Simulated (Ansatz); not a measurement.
Calculated with Ansatz (gas phase, PBE0-D4/def2-TZVP geometries, no zero-point term in ΔE). CCSD(T)/CBS adds triple-zeta CCSD(T) − MP2 to the extrapolated MP2 energy (def2 sets, frozen cores). Functionals use def2-TZVPP. Elements past krypton have def2 core potentials. For Cd, Sb outer-core shells are correlated without core-valence functions, which leaves a few kJ/mol of doubt a bond. Each species was taken in one conformer, which may not be the lowest.

Consider the formal exchange of groups at a C–Si bond: `C[SiH](Cl)[SbH2]` + `C[CH2][Cd][NH2]` → `C[CH](C)[Cd][NH2]` + `Cl[SiH2][SbH2]`.

```tsv
species	r2SCAN energy (Eh)
`C[SiH](Cl)[SbH2]`	-1031.77440
`C[CH2][Cd][NH2]`	-302.95815
`C[CH](C)[Cd][NH2]`	-342.25813
`Cl[SiH2][SbH2]`	-992.45140
```

Work out ΔE.

ΔE = (-342.25813) + (-992.45140) − (-1031.77440) − (-302.95815) = 0.02302 Eh = +14.4 kcal/mol. CCSD(T)/CBS gives +14.1 kcal/mol.

Largest T1 diagnostic among the species: 0.013.

Leaving LDA and LC-ωPBE aside and taking each functional with its dispersion term where it has one, the values, not all of them listed here, spread over 1.1 kcal/mol, from revPBE-D4 to ωB97M-V. LDA lies −0.8 kcal/mol from PBE without D4. At CCSD(T), def2-SVP lies −4.3 kcal/mol from the extrapolated value and def2-TZVPP −0.7 kcal/mol.
